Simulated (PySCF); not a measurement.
Species: C₂H₄AlI₂N.
Cartesian coordinates in Å at the PBE0-D3(BJ)/def2-SVP level; atoms count from 1:
```
atom  x, y, z in Å
C1    -1.9910    0.2018    1.0017
C2    -0.7650   -0.0005    0.2693
N3     0.2215   -0.1503   -0.3046
Al4    1.9983   -0.3028   -1.2076
I5     3.2211   -1.6742    0.5081
I6     2.6152    2.1351   -1.2722
H7    -2.6919   -0.6182    0.7896
H8    -2.4447    1.1570    0.6995
H9    -1.7720    0.2277    2.0792
H10    1.6597   -0.9980   -2.5840
```

Theory: PBE0-D3(BJ)/def2-SVP geometry optimisation, gas phase, def2 core potentials past Kr (PySCF).

Task: Which atoms are bound to Al4, and at what distances?

Result: 4 atoms: H10 1.579 Å, N3 1.999 Å, I5 2.514 Å, I6 2.516 Å. The nearest atom not counted as bound is C2, at 3.15 Å.

Task: List the angles at Al4.

Result: 
| angle | degrees | distance of the outer atoms (Å) |
| --- | --- | --- |
| I5–Al4–H10 | 117.3 | 3.53 |
| I6–Al4–H10 | 117.2 | 3.53 |
| I5–Al4–I6 | 115.3 | 4.25 |
| N3–Al4–H10 | 103.7 | 2.83 |
| N3–Al4–I5 | 99.5 | 3.46 |
| N3–Al4–I6 | 99.0 | 3.45 |

Task: What is the shape at Al4?

Result: Distorted tetrahedral: angles from 99.0° to 117.3°; τ4 = (360° − α − β)/141° = 0.89 with α and β the two widest (0 for a square, 1 for a tetrahedron).

Task: What are the other bond lengths?

Result: C1–C2 1.442 Å; C2≡N3 1.151 Å; C1–H7, C1–H8, C1–H9 1.100 Å.

Task: Give some angles away from the centre.

Result: C1–C2–N3 179.1°, C2–N3–Al4 175.5°.

Task: What are the rotational constants (commonest isotopes, rigid rotor)?

Result: A = 805.5, B = 423.8, C = 292.3 MHz: an asymmetric top.

Charge 0, singlet. Whether it is a minimum is left open (no frequencies).
